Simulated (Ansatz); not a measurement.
Two members of one family (CaO pieces, space group 225), computed with Ansatz in the gas phase. The two geometries come from different levels. Binding counts from free atoms in the multiplicity of their measured ground term, without zero-point energy. The structures are stationary points that may keep the symmetry of their start.

First: Ca4O6H4 (singlet, charge 0, B3LYP-D4/def2-SVP geometry).

```xyz
14

Ca   -0.974   -1.227    1.153
Ca    1.897   -1.988    0.120
Ca    1.028    1.175   -0.177
Ca   -1.368   -0.103   -1.924
O    -0.383    1.878   -1.873
O    -2.723   -0.926   -0.437
O    -0.322    0.947    1.561
O     0.261   -0.787   -0.813
O     2.941    0.065    0.188
O     0.580   -2.554    1.547
H    -0.627    2.774   -2.128
H    -3.667   -0.965   -0.249
H    -0.406    1.412    2.400
H     3.763    0.300    0.632
```

```
              level  HOMO (eV)  LUMO (eV)  gap (eV)  binding per atom (eV)
   PBE-D4/def2-TZVP      -3.28      -1.56      1.72                   4.24
r2SCAN-D4/def2-TZVP      -3.34      -0.99      2.35                   4.23
     B3LYP-D4/6-31G      -3.87      -1.20      2.67                   4.00
   PBE0-D4/def2-SVP      -4.23      -0.96      3.27                   4.14
  PBE0-D4/def2-TZVP      -4.40      -1.00      3.40                   4.04
```

Second: Ca10O12H4 (singlet, charge 0, PBE-D4/def2-SVP geometry).

Cartesian coordinates in Å:
```
Ca -0.705 -0.592 0.599
Ca -2.900 2.200 1.050
Ca -1.822 1.723 -1.905
Ca 1.308 1.956 -0.761
Ca 0.118 2.521 2.142
Ca -3.672 -0.452 -0.559
Ca -1.843 0.344 3.408
Ca 2.260 0.144 1.732
Ca 0.301 -0.795 -2.454
Ca 2.113 -2.391 -0.345
O 1.696 -2.557 -2.570
O 0.339 1.491 -2.973
O 1.351 -0.296 -0.498
O 3.506 -1.745 1.266
O -1.693 -0.501 -1.575
O 0.124 -2.749 0.549
O 2.123 2.235 1.198
O -0.798 2.233 0.016
O 0.182 0.259 2.562
O -3.761 1.627 -0.939
O -2.810 -0.109 1.442
O -1.933 2.414 3.018
H 1.874 -3.245 -3.231
H 0.657 1.894 -3.799
H 4.300 -2.076 1.711
H -0.316 -3.533 0.917
```

Question: What does the change do? Estimate second minus first.

Answer: 
```json
{"level": "PBE-D4/def2-TZVP", "Δ HOMO (eV)": "-0.50", "Δ LUMO (eV)": "0.19", "Δ gap (eV)": "0.70", "Δ binding per atom (eV)": "0.41"}
{"level": "r2SCAN-D4/def2-TZVP", "Δ HOMO (eV)": "-0.55", "Δ LUMO (eV)": "0.13", "Δ gap (eV)": "0.68", "Δ binding per atom (eV)": "0.43"}
{"level": "B3LYP-D4/6-31G", "Δ HOMO (eV)": "-0.69", "Δ LUMO (eV)": "0.17", "Δ gap (eV)": "0.85", "Δ binding per atom (eV)": "0.46"}
{"level": "PBE0-D4/def2-SVP", "Δ HOMO (eV)": "-0.66", "Δ LUMO (eV)": "0.22", "Δ gap (eV)": "0.88", "Δ binding per atom (eV)": "0.43"}
{"level": "PBE0-D4/def2-TZVP", "Δ HOMO (eV)": "-0.56", "Δ LUMO (eV)": "0.21", "Δ gap (eV)": "0.77", "Δ binding per atom (eV)": "0.38"}
```
